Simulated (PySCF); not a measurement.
# Dipole response of Mo²⁺ (molybdenum, charge +2)

[Kr] 4d4, high-spin 5D determinant. Calculation: PySCF 2.14, in aug-cc-pwCVTZ-PP with ECP28MDF; scalar relativity through the core potential. Coupled (time-dependent) response in atomic units; α is the mean over directions.

```csv
method,mean α (bohr³),"α xx, yy, zz",C₆ (like pair),S(−4)
TPSS,10.52,"9.910, 9.910, 11.73",56.36,45.87
```

S(−4) is the Cauchy moment in α(ω) = α(0) + S(−4) ω² + …

Spin-orbit coupling is absent.

α(iu) at TPSS:

```tsv
u (hartree)	α(iu) (bohr³)
0	10.52
0.0500	10.40
0.100	10.09
0.200	9.111
0.300	8.034
0.500	6.261
0.750	4.755
1.00	3.732
1.50	2.454
2.00	1.712
3.00	0.9450
5.00	0.3985
```

For an ion, C₆ is the dispersion term alone; charge-induced terms of lower order in 1/R come first.

The components differ because the open shell of this determinant is not spherical; for a pure term their mean is the scalar polarisability.

Energies and moments cover only the electrons outside the core potential.
